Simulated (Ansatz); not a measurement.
Si(vinyl)(OMe)3 (C5H12O3Si), 21 atoms. Hardware: 2 threads of AMD EPYC 7R13 on a shared host and a share (18 GiB) of an NVIDIA H100 80GB HBM3.

Correlated methods freeze 13 core orbitals.

(1) How many basis functions does each of these Ansatz runs have, and roughly what does it cost? PBE0-D4/def2-TZVP, charge 1 doublet at the geometry of the charge 0 singlet, energy; PBE-D4/def2-SVP, charge 0 singlet, relaxation, 15 steps; PBE-D4/def2-TZVP, charge 1 doublet at the geometry of the charge 0 singlet, energy, from earlier orbitals; PBE-QIDH/def2-TZVP, charge 1 doublet at the geometry of the charge 0 singlet, energy, from earlier orbitals; PBE0-D4/def2-TZVP, charge 0 triplet at the geometry of the charge 0 singlet, energy; B3LYP-D4/6-31G, charge 0 singlet, energy; HF/6-31G, charge 0 singlet, energy; PBE0-D4/def2-TZVP, charge 0 singlet, energy, from earlier orbitals; PBE-D4/def2-TZVP, charge 0 triplet at the geometry of the charge 0 singlet, energy, from earlier orbitals; PBE-D4/def2-TZVP, charge 0 singlet, energy, from earlier orbitals; PBE-QIDH/def2-TZVP, charge 0 singlet, energy, from earlier orbitals; r2SCAN-D4/def2-TZVP, charge 0 singlet, energy and forces, from earlier orbitals.

Results:

(1) Other jobs shared the machine, so times can vary by a factor of up to 3.

```json
{"run": "B3LYP-D4/6-31G, charge 0 singlet, energy", "functions": "109", "fitting or Cholesky vectors": "1384", "wall time": "8.5 s", "peak host memory (GiB)": "0.77"}
{"run": "PBE-D4/def2-TZVP, charge 0 singlet, energy, from earlier orbitals", "functions": "357", "fitting or Cholesky vectors": "2133", "wall time": "12 s", "peak host memory (GiB)": "0.87"}
{"run": "PBE-D4/def2-TZVP, charge 0 triplet at the geometry of the charge 0 singlet, energy, from earlier orbitals", "functions": "357", "fitting or Cholesky vectors": "2133", "wall time": "14 s", "peak host memory (GiB)": "0.92"}
{"run": "r2SCAN-D4/def2-TZVP, charge 0 singlet, energy and forces, from earlier orbitals", "functions": "357", "fitting or Cholesky vectors": "2133", "wall time": "14 s", "peak host memory (GiB)": "0.91"}
{"run": "PBE0-D4/def2-TZVP, charge 0 triplet at the geometry of the charge 0 singlet, energy", "functions": "357", "fitting or Cholesky vectors": "2149", "wall time": "14 s", "peak host memory (GiB)": "0.95"}
{"run": "PBE-QIDH/def2-TZVP, charge 1 doublet at the geometry of the charge 0 singlet, energy, from earlier orbitals", "functions": "357", "fitting or Cholesky vectors": "2426", "wall time": "15 s", "peak host memory (GiB)": "1.7"}
{"run": "PBE0-D4/def2-TZVP, charge 1 doublet at the geometry of the charge 0 singlet, energy", "functions": "357", "fitting or Cholesky vectors": "2149", "wall time": "16 s", "peak host memory (GiB)": "0.97"}
{"run": "HF/6-31G, charge 0 singlet, energy", "functions": "109", "fitting or Cholesky vectors": "1384", "wall time": "17 s", "peak host memory (GiB)": "0.75"}
{"run": "PBE-QIDH/def2-TZVP, charge 0 singlet, energy, from earlier orbitals", "functions": "357", "fitting or Cholesky vectors": "2426", "wall time": "17 s", "peak host memory (GiB)": "1.7"}
{"run": "PBE0-D4/def2-TZVP, charge 0 singlet, energy, from earlier orbitals", "functions": "357", "fitting or Cholesky vectors": "2149", "wall time": "17 s", "peak host memory (GiB)": "0.86"}
{"run": "PBE-D4/def2-TZVP, charge 1 doublet at the geometry of the charge 0 singlet, energy, from earlier orbitals", "functions": "357", "fitting or Cholesky vectors": "2133", "wall time": "18 s", "peak host memory (GiB)": "0.97"}
{"run": "PBE-D4/def2-SVP, charge 0 singlet, relaxation, 15 steps", "functions": "190", "fitting or Cholesky vectors": "2111", "wall time": "44 s", "peak host memory (GiB)": "0.83"}
```
